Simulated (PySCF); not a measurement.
Compound: C₆H₁₃NO.
SMILES with atom numbers: `[CH3:1][CH2:2][CH2:3][C:4](=[O:5])[N:6]([CH3:7])[CH3:8]` (hydrogens: H9, H10, H11 on C1; H12, H13 on C2; H14, H15 on C3; H16, H17, H18 on C7; H19, H20, H21 on C8)

Geometry (PBE0-D3(BJ)/def2-SVP, Å), atoms numbered from 1 in this order:
```
atom  x, y, z in Å
C1     3.3088    1.1621    0.4409
C2     2.3048    0.0238    0.3757
C3     0.8676    0.5106    0.3130
C4    -0.1288   -0.6352    0.2500
O5     0.2448   -1.7942    0.2704
N6    -1.4569   -0.3018    0.1762
C7    -2.4288   -1.3575    0.0309
C8    -1.9455    1.0462    0.0456
H9     3.1458    1.7949    1.3288
H10    3.2387    1.8157   -0.4441
H11    4.3408    0.7836    0.4906
H12    2.5013   -0.6161   -0.4989
H13    2.4159   -0.6412    1.2463
H14    0.7229    1.1684   -0.5626
H15    0.6415    1.1396    1.1929
H16   -3.2126   -1.2760    0.8026
H17   -1.9096   -2.3169    0.1379
H18   -2.9158   -1.3224   -0.9601
H19   -2.9413    1.1187    0.5092
H20   -2.0449    1.3633   -1.0100
H21   -1.2942    1.7640    0.5590
```

The closed-shell ground state was solved at several levels (PySCF, density fitting, gas phase, non-relativistic).

| level | basis functions | total energy (Eh) | HOMO (eV) | LUMO (eV) | gap (eV) | dipole (D) |
| --- | --- | --- | --- | --- | --- | --- |
| PBE0/pcSseg-1 | 201 | -365.9828 | -6.84 | 0.88 | 7.72 | 3.64 |
| CAM-B3LYP/def2-SVPD | 267 | -366.0216 | -8.29 | 1.04 | 9.33 | 3.66 |

Q: Estimate the row for B97-2/pcSseg-1, a basis of 201 functions; the other rows only guide the guess.

A: Total energy -366.2840 Eh, HOMO -6.60 eV, LUMO 0.81 eV, gap 7.41 eV, dipole 3.62 D.

Q: Over all these levels, which gives the widest orbital gap and which the narrowest?

A: CAM-B3LYP/def2-SVPD (range-separated hybrid) has the widest, 9.33 eV, and B97-2/pcSseg-1 (global hybrid, 21 % exact exchange) the narrowest, 7.41 eV. Functional and basis both differ between the two, so the spread mixes both effects.

Q: How far do the dipole and the HOMO energy spread over the levels?

A: The dipole runs from 3.62 to 3.66 D (mean 3.64 D) and the HOMO from -8.29 to -6.60 eV.

One conformer stands for the species.
